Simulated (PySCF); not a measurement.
C4H2NO2 (charge -1).
Numbering: `[CH2:1]=[C:2]([C:3]#[N:4])[C:5](=[O:6])[O-:7]` (hydrogens: H8, H9 on C1)

Structure used (GFN2-xTB), in Å, numbered top down from 1:
```xyz
9
C4H2NO2 angstrom
C      1.2810    0.2344    0.2349
C      0.0557   -0.1986   -0.0482
C     -0.1969   -1.5165   -0.4331
N     -0.4256   -2.6019   -0.7525
C     -1.1760    0.8473    0.0606
O     -0.8168    1.9706    0.4074
O     -2.2812    0.3925   -0.2115
H      1.4067    1.2663    0.5263
H      2.1668   -0.3881    0.1911
```

The closed-shell SCF was solved with PySCF and density fitting under several settings on one GFN2-xTB geometry (grid level 2 and gas phase unless stated).

```json
{"settings": "HSE06/MINI", "basis functions": "37", "SCF cycles": "17", "E (Eh)": "-355.7468", "HOMO (eV)": "-0.88", "LUMO (eV)": "1.40"}
{"settings": "PW91/MINI, IEF-PCM tetrahydrofuran", "basis functions": "37", "SCF cycles": "17", "E (Eh)": "-356.0669", "HOMO (eV)": "-3.93", "LUMO (eV)": "-2.95"}
```

Task: Estimate the row for these settings: BP86/pcseg-1, IEF-PCM chloroform, grid level 4, fitting basis def2-universal-jkfit.

Result: 
```tsv
settings	basis functions	SCF cycles	E (Eh)	HOMO (eV)	LUMO (eV)
BP86/pcseg-1, IEF-PCM chloroform, grid level 4, fitting basis def2-universal-jkfit	108	13	-358.8878	-4.27	-1.51
```

Task: Over all rows, what range does the HOMO–LUMO gap span?

Result: From 0.98 eV (PW91/MINI, IEF-PCM tetrahydrofuran) to 2.76 eV (BP86/pcseg-1, IEF-PCM chloroform, grid level 4, fitting basis def2-universal-jkfit). The functional of the narrowest has no exact exchange, that of the widest no exact exchange.

Cycle counts include a coarse-grid stage where the run had one. The structure is a single GFN2-xTB conformer; no vibrational corrections.
